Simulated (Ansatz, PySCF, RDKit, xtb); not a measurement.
Dimer: HCl (SMILES Cl) (first 2 atoms) with C2H6O (SMILES CCO); geometry from B3LYP-D3(BJ)/def2-TZVP, rigid monomers moved along the line of their centres of mass till H2···O5 is 1.59 Å.
(charge 0, multiplicity 1):
```xyz
11

Cl     0.797     0.138    -0.343
H      0.138    -0.238     0.730
C      0.769     1.001     3.371
C      0.451    -0.463     3.137
O     -0.535    -0.657     2.108
H      1.543     1.102     4.135
H     -0.114     1.544     3.720
H      1.125     1.471     2.453
H      1.331    -1.000     2.784
H      0.110    -0.946     4.058
H     -1.325    -0.149     2.329
```

Monomers are frozen at their geometry in the pair; levels with a basis set take the counterpoise correction. RDKit's UFF carries no charges.

Rows in 6-31G* carry no dispersion term and start afresh at each structure (6-31G* with six Cartesian d functions).

Codes used: Ansatz (an electronic-structure program) with Gaussian orbitals; PySCF for 6-31G* rows; RDKit for the force fields; xtb for the GFN methods. 

Task: One of these levels gives -269.3 meV for the interaction energy. Which?
A. r2SCAN/def2-TZVPPD
B. B3LYP/6-31G*
C. GFN-FF
D. UFF

Result: B, B3LYP/6-31G*. The others give 8968.9 (UFF), -81.7 (GFN-FF), -336.5 (r2SCAN/def2-TZVPPD)
